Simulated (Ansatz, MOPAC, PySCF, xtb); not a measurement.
Dimer: H2O (SMILES O) (first 3 atoms) with C4H6 (SMILES C=CC=C); geometry from B3LYP-D3(BJ)/def2-TZVP, rigid monomers moved along the line of their centres of mass till H2···C5 is 2.40 Å.
(charge 0, multiplicity 1):
```xyz
13

O      0.011    -0.487    -0.150
H     -0.725    -0.576     0.467
H      0.736    -0.180     0.407
C     -1.691    -0.709     2.870
C     -0.729     0.208     2.740
C      0.691    -0.090     2.810
C      1.654     0.815     2.620
H     -1.455    -1.751     3.052
H     -2.738    -0.446     2.806
H     -0.998     1.244     2.556
H      0.959    -1.121     3.019
H      2.701     0.551     2.677
H      1.418     1.852     2.409
```

Monomers are frozen at their geometry in the pair; levels with a basis set take the counterpoise correction. Rows marked so take none.

Frozen-core correlation. Rows in 6-31G* carry no dispersion term and start afresh at each structure (6-31G* with six Cartesian d functions). The state that AM1, PM3 reach isn't checked.

Run with Ansatz (Gaussian orbitals); MOPAC for AM1, PM3 (differences of heats of formation); PySCF for 6-31G* rows, the dispersion terms; xtb for the GFN methods. Values without a source in brackets are computed.

```tsv
level	interaction energy (meV)
AM1	-29.2
PM3	-62.9
GFN1-xTB	-101.1
GFN2-xTB	-72.5
B3LYP/6-31G* (no counterpoise)	-93.9
B3LYP/def2-TZVPPD	12.5
PBE0-D4/def2-TZVPPD	-103.1
MP2/aug-cc-pVDZ	-58.6
SCS-MP2/aug-cc-pVDZ	?
```

Task: Some entries are withheld; supply them.

Result: 
- SCS-MP2/aug-cc-pVDZ, interaction energy (meV): -17.1

Ansatz is an electronic-structure program.
